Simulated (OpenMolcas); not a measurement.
**Computed transition rates of Ar2+**

| Property | Result |
| --- | --- |
| Program | OpenMolcas 26.06 |
| Method | SS-CASPT2, IPEA 0.25 Eh, imaginary shift 0.1 Eh (closed shells correlated: 2s 2p) |
| Basis | ANO-RCC [8s7p5d4f2g] |
| Scalar Hamiltonian | DKH2, point nucleus |
| Active space | 6 electrons in 8 orbitals (3s 3p 4s 4p) |
| State averaging | 2S+1 = 3 even, 3 roots; 2S+1 = 1 even, 6 roots; 2S+1 = 3 odd, 3 roots; 2S+1 = 1 odd, 3 roots |
| Spin-orbit coupling | RASSI with atomic mean-field integrals over the reference wave functions, term energies averaged over their components |

Rates come from the transition moments of the reference wave functions (E1 and E2 in the length form). At fixed line strength A goes as λ^-3 for E1 and M1 and as λ^-5 for E2, so a rate at the computed wavelength can be rescaled to the measured one. Measured vacuum wavelengths follow from level energies in Saloman, J. Phys. Chem. Ref. Data 39, 033101 (2010). Branching counts decays inside the model space alone, at computed energies, and the table is only a selection of the E2 and M1 lines, drawn from those between levels with measured partners whose computed energy lies within a factor of 1.5 of the measured one.

| Upper | Lower | Type | λ computed (nm) | λ measured (nm) | A computed (s-1) | A rescaled (s-1) | Branching % |
| --- | --- | --- | --- | --- | --- | --- | --- |
| 3s² 3p⁴ ³P₀ | 3s² 3p⁴ ³P₁ | M1 | 23030 | 21830 | 4.43e-03 | 5.20e-03 | 100.0 |
| 3s² 3p⁴ ³P₁ | 3s² 3p⁴ ³P₂ | M1 | 9725 | 8991 | 2.45e-02 | 3.10e-02 | 100.0 |
| 3s² 3p⁴ ¹D₂ | 3s² 3p⁴ ³P₁ | M1 | 752.2 | 775.3 | 7.96e-02 |  | 21.0 |
| 3s² 3p⁴ ¹D₂ | 3s² 3p⁴ ³P₂ | M1 | 698.2 | 713.8 | 2.98e-01 |  | 78.6 |
| 3s² 3p⁴ ¹S₀ | 3s² 3p⁴ ¹D₂ | E2 | 512.6 | 519.3 | 3.23e+00 | 3.03e+00 | 46.5 |
| 3s² 3p⁴ ¹S₀ | 3s² 3p⁴ ³P₁ | M1 | 304.9 | 311 | 3.67e+00 |  | 52.9 |
| 3s² 3p⁴ ¹S₀ | 3s² 3p⁴ ³P₂ | E2 | 295.6 | 300.6 | 3.84e-02 |  | 0.6 |

Spin-changing lines and M1 lines between different terms are not rescaled, since their strength hangs on the term gaps too.

The largest correction is for 3s² 3p⁴ ³P₁ → 3s² 3p⁴ ³P₂ (M1): 2.45e-02 × (9725 / 8991)^3 = 3.10e-02 s-1, a factor of 1.27.

The computed rate and branching of 3s² 3p⁴ ³P₁ → 3s² 3p⁴ ³P₂ give the upper level a radiative lifetime of 1.000 / 2.45e-02 s-1 = 4.08e+01 s, counting decays inside the model space alone. The rescaled rate gives about 3.2e+01 s.

No measured rate stands beside these. Rescaling mends the energy factor alone: line strengths can still be far off where a level mixes with configurations outside the active space, and weak or spin-changing lines hang on small mixing coefficients that depend on the term gaps too, so rescaling need not improve them.

Term energies are means over components that CASPT2 splits; among the terms shown or strongly mixed into the levels shown the widest spread is 56 cm-1 (3s² 3p⁴ ¹D). Over all roots computed the reference weight is 0.86 to 0.96; the roots of lowest weight are the least certain, and an intruder state may touch them. Active for correlation alone: 4p 4s; no level in the range computed is led by a configuration that fills them, so any true level of that kind is missing. Measured partners are found by configuration, term and J. A level has none where our copy of the source lacks it or the pairing is in doubt (some pairs that miss far off the trend of their configuration count as doubtful). Levels of configurations outside the active space are missing.
